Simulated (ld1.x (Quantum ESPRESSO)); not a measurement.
**Reading a pseudo-wave (rhodium (Rh))**

Columns: radius, all-electron u(r) and pseudo u(r) of the 5s shell (level -5.85 eV) of rhodium in the configuration [Kr] 4d8 5s0.75 5p0; PBEsol, scalar-relativistic, PAW scheme, ld1.x (Quantum ESPRESSO) 7.5.

```tsv
r (bohr)	all-electron	pseudo
0.140	-0.0574	0.0309
0.280	0.1764	0.0625
0.420	0.0509	0.0955
0.560	-0.1575	0.1304
0.700	-0.2698	0.1677
0.840	-0.2672	0.2074
0.980	-0.1857	0.2494
1.120	-0.0649	0.2932
1.260	0.0662	0.3382
1.400	0.1911	0.3836
1.540	0.3013	0.4282
1.680	0.3936	0.4709
1.820	0.4678	0.5104
1.960	0.5250	0.5455
2.100	0.5672	0.5751
2.240	0.5961	0.5982
2.380	0.6139	0.6141
2.520	0.6223	0.6223
2.660	0.6230	0.6230
2.800	0.6174	0.6174
2.940	0.6066	0.6066
3.080	0.5918	0.5918
3.220	0.5739	0.5739
3.360	0.5536	0.5536
3.500	0.5316	0.5316
3.640	0.5085	0.5085
```

Task: How many radial nodes do the two functions have?

Result: The all-electron 5s function has n − l − 1 = 4 (the table is too coarse to show those close to the nucleus); the pseudo-wave has 0, since the states of the same l below it are removed with the core.

Task: At about which radius was the pseudo-wave matched?

Result: 2.50 bohr, where the columns begin to agree (steps of 0.14 bohr).

Task: Is the pseudo-wave norm-conserving?

Result: No, it belongs to a PAW set: the norm inside the radius is not constrained, and the difference is carried by the augmentation charge.
